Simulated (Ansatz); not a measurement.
Cu2F2⁺. The state is a quartet with charge 1. Geometry B3LYP-D4/def2-SVP; atoms count from 1.

```xyz
4

Cu   -1.230   -0.583   -0.489
Cu    1.229    0.583    0.489
F    -0.292    1.069   -0.540
F     0.292   -1.069    0.540
```

At PBE0-D4/def2-TZVP a doublet of charge 1 lies 2.35 eV below the quartet, each at its own geometry. Another isomer (doublet) lies 0.42 eV lower at PBE0-D4/def2-TZVP.

Q: Estimate the Mulliken populations from the PBE0/def2-TZVP orbitals of Ansatz.

A: 
| atom | charge (e) | spin (α − β) | d electrons |
| --- | --- | --- | --- |
| Cu1 | 0.88 | 1.34 | 9.21 |
| Cu2 | 0.88 | 1.34 | 9.21 |
| F3 | -0.38 | 0.16 | – |
| F4 | -0.38 | 0.16 | – |
Mulliken values depend strongly on the basis.

Q: Where does the spin sit?

A: Summed by element: Cu 2.67, F 0.33, of 3 unpaired in all. Largest on single atoms: Cu1 1.34, Cu2 1.34, F4 0.16.

Q: And the Mayer bond orders between heavy atoms (over 0.3)?

A: Cu1–Cu2 0.47 (2.89 Å); Cu1–F3 0.48 (1.90 Å); Cu1–F4 0.48 (1.90 Å); Cu2–F3 0.48 (1.90 Å); Cu2–F4 0.48 (1.90 Å).
